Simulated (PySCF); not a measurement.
Telling isomers of C6H10O2Si2 apart by NMR

Theoretical values (PySCF 2.14): shielding tensors at PBE0/pcSseg-1 (GIAO), geometry: GFN2-xTB. Rapidly exchanging positions averaged, one conformer, gas phase, non-relativistic Hamiltonian.

Shifts are taken against calculated references (same method and geometry level): TMS for ¹H (σ = 31.72 ppm), ¹³C (σ = 186.93 ppm). Where no couplings were computed, multiplicities follow the n + 1 count of equivalent neighbours, and m marks all less simple cases (inequivalent or close neighbours, rings, F or P nearby). Acid and N–H amide carbonyl carbons lie up to 10 ppm further downfield in solution (hydrogen bonding). Shifts are as computed. Against solution values, carbons near 30 ppm lie about +3 ppm off and those near 130 ppm about +5 ppm. Of 1211 compounds with measured shifts, 218 miss one by over three times the rms of a fit or turn the order of signals round; such compounds aren't used in these exercises. OH and NH positions are gas-phase values without hydrogen bonding to other molecules.

(1) Tabulate the signals of `[SiH3]Oc1ccccc1O[SiH3]`, `C#C[SiH2][Si@H]1C[C@@H](C(=O)O)C1` and their relative energies.

(2) What is the quickest way to tell [SiH3]Oc1ccccc1O[SiH3] from C#C[SiH2][Si@H]1C[C@@H](C(=O)O)C1?

Results:

(1) 
```tsv
SMILES	carbon types	δC	δH	E rel. (kcal/mol)
[SiH3]Oc1ccccc1O[SiH3]	2×C 4×CH	151.1, 126.9, 122.8	7.16 (m, 2H), 7.08 (m, 2H), 5.22 (s, 6H)	0.0
C#C[SiH2][Si@H]1C[C@@H](C(=O)O)C1	2×C 2×CH 2×CH2	189.8, 103.1, 89.0, 41.7, 17.2	6.12 (br s, 1H), 5.27 (m, 1H), 4.67 (m, 2H), 3.36 (m, 1H), 1.87 (m, 2H), 1.85 (t, 1H), 1.09 (m, 2H)	57.7
```

Energies are electronic energies at PBE0/pcSseg-1 on these geometries, without zero-point or thermal terms, each for the one conformer computed, which needn't be the lowest.

(2) Count the carbon signals: 3 against 5. The first has an aromatic carbon bearing oxygen (C) at 151.1 ppm, the second an alkyne carbon (C) at 89.0 ppm. Their most deshielded carbons lie at 151.1 and 189.8 ppm. In the proton spectra the most deshielded non-exchanging signals are 7.16 (m, 2H) and 5.27 (m, 1H).
